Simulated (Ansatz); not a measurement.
Stepwise reaction of `O[SiH2][SiH](O)F` with water, as a gas-phase model of exchange steps in deposition or etching. ΔE in kJ/mol.

Gas-phase electronic energies from Ansatz, PBE0-D4/def2-TZVP geometries. CCSD(T)/CBS adds triple-zeta CCSD(T) − MP2 to the extrapolated MP2 energy (def2 sets, frozen cores). This one scheme is used for every species. Functionals use def2-TZVPP. B3LYP here is the variant with VWN-RPA as its local correlation; programs differ in this. Each species was taken in one conformer, which may not be the lowest.

```tsv
step	reaction	PBE-D4	B3LYP-D4	ωB97M-V	CCSD(T)/CBS
1	`O[SiH2][SiH](O)F` + H₂O → `O[SiH](O)[SiH](O)F` + H₂	-86.1	-91.1	-91.1	-87.5
2	`O[SiH](O)[SiH](O)F` + H₂O → `O[SiH](F)[Si](O)(O)O` + H₂	-95.1	-103.5	-103.1	-100.3
```

(1) By hand: ΔE of the 2 steps together at CCSD(T)/CBS.

Results:

(1) (-87.5) + (-100.3) = -187.8 kJ/mol, or -93.9 kJ/mol a step.

In ΔE each step is lower than the one before. All are downhill at CCSD(T)/CBS. PBE-D4 differs from CCSD(T)/CBS by 1.4 to 5.2 kJ/mol a step. Only this route is followed, and other bonds may react first. Isolated molecules leave out the surface, adducts and barriers. Largest T1 diagnostic: 0.013.
